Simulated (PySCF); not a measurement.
BiF3(NH3): from a saddle point downhill

PySCF 2.14.0, RKS PBE0, Bi def2-SVP with ECP60, F def2-SVP, N def2-SVP, H def2-SVP; non-relativistic Hamiltonian with scalar-relativistic core potentials where named; density fitting; no spin-orbit coupling. Relaxed within the symmetry of its start, the geometry (C3v) is

```xyz
8

Bi   -0.0090    0.0090   -0.0090
F     1.3077    0.8178    1.3077
F    -0.8178   -1.3077    1.3077
F     1.3077   -1.3077   -0.8178
N    -1.8537    1.8537   -1.8537
H    -2.4689    2.4689   -1.3200
H    -1.3200    2.4689   -2.4689
H    -2.4689    1.3200   -2.4689
```

and its lowest harmonic modes are -64, -64, 101, 124, 163, 163 cm⁻¹ (negative: unstable). It was moved along the lowest mode and relaxed again.

(1) Where does it end, and how much lower?

(2) How do the contacts change?

(3) Is the end a minimum?

State: singlet.

## Answers

(1) In C1, 0.471 eV lower, after 42 steps:
```xyz
8

Bi    0.2717    0.8166    0.0712
F     1.3168   -0.3750    1.3599
F    -1.5297    0.2733    0.8490
F     0.3011   -0.6145   -1.3804
N    -1.5905    1.3886   -1.7427
H    -2.4251    1.1615   -1.2007
H    -1.7930    2.1871   -2.3415
H    -1.3870    0.5782   -2.3314
```

(2) 
```tsv
contact	saddle (Å)	end (Å)
Bi1–F2 (F)	2.030	2.043
Bi1–F3 (F)	2.030	2.036
Bi1–F4 (F)	2.030	2.039
Bi1–N5 (NH3)	3.195	2.662
```


(3) Yes; lowest modes 88, 109, 130, 175, 192, 213 cm⁻¹.
